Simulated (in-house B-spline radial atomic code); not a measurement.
Radial electron density of the tin ion Sn⁵⁺, [Kr] (4d3/2)4 (4d5/2)5. Level of theory: Dirac-Hartree-Fock, average of the jj configuration, Fermi nucleus of rms radius 4.6519 fm; calculated with a B-spline radial code for spherical atoms.

Columns: r (bohr), 4πr²n(r) (electrons per bohr), bar.

```
 0.00105    1.717 #
 0.00128    2.427 #
 0.00155    3.374 ##
 0.00189    4.718 ###
 0.00229    6.482 ###
 0.00278    8.856 #####
 0.00338       12 ######
  0.0041       16 #########
 0.00498    21.05 ###########
 0.00604    27.13 ##############
 0.00734    34.27 ##################
 0.00891    42.08 ######################
  0.0108    49.96 ###########################
  0.0131    57.14 ###############################
  0.0159    62.55 #################################
  0.0193    65.17 ###################################
  0.0235     64.5 ##################################
  0.0285    61.27 #################################
  0.0346    57.53 ###############################
   0.042    56.37 ##############################
   0.051    60.28 ################################
  0.0619    69.04 #####################################
  0.0752    78.57 ##########################################
  0.0913    82.41 ############################################
   0.111    76.73 #########################################
   0.135    65.05 ###################################
   0.163    57.27 ###############################
   0.198    59.26 ################################
   0.241    66.55 ####################################
   0.292       66 ###################################
   0.355    51.51 ############################
   0.431    32.02 #################
   0.523    20.95 ###########
   0.635    20.93 ###########
   0.771    23.31 ############
   0.936    20.67 ###########
    1.14    13.63 #######
    1.38    6.924 ####
    1.67      2.7 #
    2.03   0.7644 
    2.47   0.1495 
       3  0.01885 
    3.64 0.001362
```

On this grid the curve has 4 maxima, near 0.0193, 0.0913, 0.241, 0.771 bohr.

The 4d3/2 radial function P(r) = rR(r), positive near the nucleus, with its small component Q(r) (sign convention: Q ≈ (P' + κP/r)/2c):

```tsv
r (bohr)	P	Q
0.00891	0.001114	0.001863
0.0131	0.0031	0.003662
0.0193	0.008539	0.006961
0.0285	0.02287	0.01256
0.042	0.05754	0.02087
0.0619	0.1327	0.03085
0.0913	0.2691	0.03841
0.135	0.452	0.03647
0.198	0.56	0.02076
0.292	0.3803	-0.002961
0.431	-0.1987	-0.01894
0.635	-0.8668	-0.01756
0.936	-1.071	-0.007131
1.38	-0.7218	-0.0004918
2.03	-0.2687	0.0007089
3	-0.04378	0.0002125
```
